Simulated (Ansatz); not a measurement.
Ansatz results at the PBE0-D4/def2-TZVP geometry: size of the dipole moment (PBE/def2-TZVPP) 1.99 D; LUMO energy (ωB97M-V/def2-TZVPP) -0.15 eV; LUMO energy (PBE/def2-TZVPP) -2.48 eV.

Each molecule was computed in one conformer, which needn't be the lowest.

Problem. Which molecule gave them?
A. `C[CH2][Sn][F]`
B. `[CH3][Sn][SH]`
C. `[NH2][Sn][N]([SiH3])[SiH3]`
D. `[NH2][Sn][Br]`

Solution. C. The others give `[CH3][Sn][SH]`: 1.77, -0.68, -3.08; `C[CH2][Sn][F]`: 2.52, -0.77, -3.23; `[NH2][Sn][Br]`: 3.16, -0.45, -2.81.
